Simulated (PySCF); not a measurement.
Does the drawn structure hold up?

C3H9AlClFS. Drawn bonds (atoms numbered from 1): C1–S2, S2–C3, C3–F4, S2–Al5, Al5–C6, C6–Cl7, C1–H8, C1–H9, C1–H10, C3–H11, C3–H12, Al5–H13, Al5–H14, C6–H15, C6–H16.

Geometry after optimisation with GFN2-xTB (Å):

```
atom  x, y, z in Å
C1    -1.058   -1.600   -0.262
S2    -0.817   -0.003   -1.087
C3    -1.916    1.044   -0.092
F4    -3.172    0.533   -0.068
Al5    1.012    0.785    0.440
C6     2.546   -0.259   -0.351
Cl7    3.197    0.853    0.966
H8    -2.125   -1.772   -0.151
H9    -0.627   -2.352   -0.915
H10   -0.555   -1.605    0.704
H11   -1.950    2.025   -0.569
H12   -1.550    1.108    0.939
H13    0.332    0.213    1.733
H14    0.695    2.261    0.037
H15    2.899   -1.257   -0.079
H16    3.082    0.034   -1.258
```

Here a drawn bond counts as lost beyond 1.3 times the sum of covalent radii plus 0.1 Å; another pair counts as a new contact within 1.08 times that sum, or 1.2 times among H, C, N, O, F, S and Cl. Covalent radii used (Å): Al 1.21, C 0.73, Cl 1.02, F 0.57, H 0.31, S 1.05.

Task: Which drawn bonds no longer describe this geometry, and which new contacts appear?

Result: No drawn bond is lost. New contacts: Al5–Cl7 (2.25 Å; radii sum 2.23 Å). The tight-binding optimisation can itself be at fault, so a check at a higher level is due before the drawing is dismissed.

Task: How long is each drawn bond in this geometry?

Result: 
```csv
drawn bond,length (Å),over radii sum
C1–S2,1.814,1.02
S2–C3,1.815,1.02
C3–F4,1.356,1.04
S2–Al5,2.509,1.11
Al5–C6,2.017,1.04
C6–Cl7,1.842,1.05
C1–H8,1.086,1.04
C1–H9,1.085,1.04
C1–H10,1.090,1.05
C3–H11,1.091,1.05
C3–H12,1.096,1.05
Al5–H13,1.569,1.03
Al5–H14,1.563,1.03
C6–H15,1.092,1.05
C6–H16,1.093,1.05
```

All values are computed, not measured.
